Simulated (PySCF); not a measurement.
C3H7O2, SMILES [CH2]C(O)CO, multiplicity 2.

Geometry: B3LYP-D3(BJ)/def2-SVP. The isomer is the one that the SMILES or the coordinates give; other isomers of the formula were not compared. One conformer was computed; it need not be the lowest.

All values below come from PySCF with PBE/def2-TZVP.

The molecule is in vacuum.

```
Property                                                                                                         Value
---------------------------------------------------------------------------------------------  -----------------------
total energy                                                                                        -268.68715 hartree
α spin, highest occupied and lowest empty level                                                     -4.93 and -0.18 eV
β spin, highest occupied and lowest empty level                                                     -6.06 and -2.75 eV
dipole moment                                                                                                   2.24 D
quadrupole, principal values (traceless, Buckingham form, about the centre of nuclear charge)    -7.43, 1.26, 6.17 D·Å
mean static polarisability                                                                        48.2 bohr³ (7.14 Å³)
polarisability, principal values                                                                44.7, 47.1, 52.8 bohr³
⟨S²⟩                                                                                           0.754 (pure state 0.75)
```
